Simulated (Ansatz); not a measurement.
Cost and result up the ladder for Be₄Te₄ (8 atoms). Charge 0, multiplicity 1. Geometry: B3LYP-D4/def2-SVP.

```xyz
8

Be   -1.099   -0.729   -0.805
Be    1.062   -1.021    0.464
Be   -0.632    0.682    1.234
Be    0.668    1.069   -0.893
Te   -1.672    1.607   -0.730
Te    0.995   -1.073   -1.941
Te    1.729    1.148    1.266
Te   -1.052   -1.682    1.405
```

Ansatz on 4 threads of Arm Neoverse V2 on a shared host. Times are rough, and most runs start from the orbitals of an earlier one. ωB97M-V/def2-TZVP serves as the yardstick here, not as an exact answer. Differences are given only for rows in sets of like size (and for xTB, whose basis is part of the method), since another set adds its own error. Binding counts from free atoms at the same level (Be singlet, Te triplet; other spins of the atoms weren't run), without zero-point energy or a counterpoise term.

In the def2 sets Te takes a core potential; there is no spin–orbit coupling. Correlated methods freeze 16 core orbitals; core or outer-core shells of Te are correlated, in sets that lack core-valence functions. The rows differ in basis, and correlated rows in double-zeta sets carry the largest basis error. The structure comes from a short search, and lower isomers may exist.

Correlated methods converge slowly with the basis, most of all in double-zeta sets.

```csv
level,functions,wall time,binding energy per atom (eV),difference from ωB97M-V/def2-TZVP (eV)
PBE-D4/def2-SVP,140,2.6 s,3.07,–
LDA (SPW92)/def2-TZVP,276,2.8 s,3.44,0.65
PBE0-D4/def2-SVP,140,3.6 s,3.01,–
PBE-D4/def2-TZVP,276,5.5 s,3.05,0.26
PBE-D4/def2-TZVPD,324,7 s,3.05,0.26
PBE0-D4/def2-TZVP,276,10 s,3.00,0.21
MP2/def2-TZVP,276,10 s,2.90,0.11
r2SCAN-D4/def2-TZVP,276,11 s,2.97,0.19
PBE0-D4/def2-TZVPD,324,12 s,3.00,0.21
CCSD(T)/def2-SVP,140,12 s,2.27,–
RPA@PBE/def2-TZVP,276,18 s,2.33,-0.45
ωB97M-V/def2-TZVP,276,22 s,2.79,0.00
PBE-QIDH/def2-TZVPD,324,25 s,2.94,0.15
PBE-QIDH/def2-TZVP (with forces),276,42 s,2.93,0.15
```
